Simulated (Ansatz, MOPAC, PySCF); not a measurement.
The molecule BeS, closed-shell singlet (the spin of the measured ground state).

Seven points along R, fitted to fifth degree in 1/R; most abundant isotopes. Runs in def2 and cc sets follow the lowest solution found near the PBE0 minimum. The singlet is held restricted. HF and MP2 rows in def2 and cc sets belong to the determinant that coupled cluster picked by its CCSD energy.

Correlated levels freeze the inner cores; with def2 sets outer-core shells near the valence are correlated too. CBS: X⁻³ extrapolation of the correlation energy, Hartree–Fock from the larger set. Rows in 6-31G* carry no dispersion term and start afresh at each structure (6-31G* with six Cartesian d functions). MP2/6-31G* freezes PySCF's default core, which is smaller on s-block atoms. The state that PM7 reach isn't checked; PM7 holds dispersion and hydrogen-bond terms.

Run with Ansatz (a program for electronic structure); MOPAC for PM7 (differences of heats of formation); PySCF for 6-31G* rows. Each number belongs to the level named beside it.

D_e counts from each atom's lowest state at the same level, without counterpoise or zero-point energy.

```csv
level,r_e (Å),ω_e (cm⁻¹),ω_e x_e (cm⁻¹),D_e (eV),dipole (D)
PM7,1.770,1060,8.6,-,-
HF/aug-cc-pV(Q+d)Z,1.724,1067,6.3,-,-
PBE0/def2-TZVPP,1.743,?,5.7,3.42,5.34
MP2/6-31G*,1.752,1025,4.4,-,6.46
CCSD/def2-TZVPP,1.756,992,6.5,2.58,-
CCSD/def2-QZVPP,1.739,1022,6.3,2.91,-
CCSD(T)/aug-cc-pV(T+d)Z,1.760,980,5.8,-,-
"CCSD(T)/CBS(aug-cc-pV(Q+d)Z, aug-cc-pV(5+d)Z)",?,?,5.8,-,-
```

Problem. What belongs in the gaps?

Solution. 
- CCSD(T)/CBS(aug-cc-pV(Q+d)Z, aug-cc-pV(5+d)Z), r_e (Å): 1.748
- CCSD(T)/CBS(aug-cc-pV(Q+d)Z, aug-cc-pV(5+d)Z), ω_e (cm⁻¹): 996
- PBE0/def2-TZVPP, ω_e (cm⁻¹): 1017

Measured for the ground state: r_e 1.7415 Å [Huber and Herzberg (1979), NIST Chemistry WebBook]. ω_e 997.94 cm-1, ω_e x_e 6.137 cm-1, B_e 0.79059 cm-1, α_e 0.00664 cm-1 [Irikura, J. Phys. Chem. Ref. Data 36, 389 (2007)]. D_0 3.817 ± 0.61 eV (a handbook's tabulated 298 K bond energy less 3RT/2; such tables hold older values) [Luo, bond dissociation energies, CRC Handbook].
